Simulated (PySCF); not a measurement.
C₃H₆F₂Si. Atoms are numbered in the order given.

```xyz
12

F      2.1949    -0.7163    -1.0270
Si     1.2351    -0.0246     0.0937
C     -0.4974    -0.6494    -0.1660
C     -1.5087     0.2024    -0.9230
C     -1.6277     0.0225     0.5399
F     -1.3198     1.0818     1.3399
H      1.7629    -0.4272     1.4262
H      1.3016     1.4492    -0.0964
H     -0.5823    -1.7365    -0.2811
H     -2.2312    -0.2935    -1.5764
H     -1.1758     1.1859    -1.2687
H     -2.4400    -0.5767     0.9635
```

The structure is a stationary point at PBE0-D3(BJ)/def2-SVP. The structure was generated by enumeration; whether it is a known compound was not checked. Other conformers were not sampled.

Method: PBE/def2-TZVP (PySCF).

Gas-phase values at a fixed geometry.

```json
{
 "total_energy": "-606.77535 hartree",
 "highest_occupied_level": "-7.05 eV",
 "lowest_empty_level": "-0.61 eV",
 "orbital_gap": "6.44 eV",
 "dipole_moment": "0.417 e·Å",
 "quadrupole, principal values (traceless, Buckingham form, about the centre of nuclear charge)": "-9.76, 3.05, 6.71 D·Å",
 "mean_static_polarisability": "59.5 bohr³ (8.82 Å³)",
 "polarisability_principal_values": "54.7, 55.7, 68.1 bohr³"
}
```
